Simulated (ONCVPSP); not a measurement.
**What one change does to a pseudopotential (manganese (Mn), ONCV)**

* Element: manganese (Mn)
* Generator: ONCVPSP 4.0.1
* Type: optimised norm-conserving Vanderbilt (ONCV)
* Functional: LDA (Perdew-Wang 92)
* Relativity: scalar-relativistic
* Frozen core: [Ar]
* Valence charge: 7
* Reference configuration: 3d5 4s2
* Partial waves: 4s: rc 2.75 bohr, ncon 3, nbas 6, qcut 2.3 1/bohr, 1 projector; p scattering state at 0.25 Ha: rc 2.85 bohr, ncon 4, nbas 8, qcut 2.4 1/bohr, 2 projectors, debl 2.7 Ha; 3d: rc 1.60 bohr, ncon 3, nbas 8, qcut 11.8 1/bohr, 1 projector
* Local potential: polynomial inside 1.40 bohr (lpopt 5, dvloc0 3 Ha)
* Core correction: Teter function, fcfact 5.25, rcfact 1.1

In the p channel the program set the typed energies aside and used 0.050, 2.750 Ha.

Change: all radii but the core radius scaled by about 0.76 (s 2.10, p 2.18, d 1.22 bohr); local potential polynomial inside 1.08 bohr (lpopt 5, dvloc0 3 Ha).

Cutoffs: the cutoffs (Ha) at which the residual kinetic energy of the hardest occupied pseudo-wave falls to 1 and 0.1 mHa per electron; they do not see the model core or the augmentation charge, which bear on the density cutoff. Errors are all-electron minus pseudo energies relative to the spin-unpolarised reference configuration.

**Question.** How do hardness, ghosts and transferability respond?

**Answer.** The potential gets harder (45 Ha and 52 Ha → 55 Ha and 62 Ha); a bound ghost appears in s, which as a rule spoils a file; the lowest positive-energy flag moves from s at 5.9 eV to p at 104.6 eV; the number of tests with a reliable result goes from 4 to 3; of the 3 tests that both files solve, the error grows in 1 and shrinks in 1 by more than 15 % and 0.3 meV (median size 10.3 → 12.5 meV). A smaller radius makes the pseudo-wave follow the all-electron one further in, where it bends more sharply, so more plane waves are needed.

```tsv
quantity	base	changed
cutoff, loose	45 Ha	55 Ha
cutoff, tight	52 Ha	62 Ha
loose cutoff by channel	s 2.9 Ha, d 45 Ha	s 7.3 Ha, d 55 Ha
bound ghosts	none	s
GHOST(+) flags under 300 eV	s at 5.9 eV	p at 104.6 eV
tests with a reliable result	4 of 4	3 of 4
error for 3d5 4s1, meV [ΔE 8.65 eV]	+6.9	+1.2
error for 3d5 4s0, meV [ΔE 24.52 eV]	-10	+18
error for 3d5 4s0 4p1, meV [ΔE 13.46 eV]	-13	+13
rms error of d²Exc/dni dnj with the model core, mHa	8.91	9.25
```

 A true bound ghost makes a file unfit for plane-wave use even where its test errors are small: the radial tests pick states by their node count and pass the ghost by.
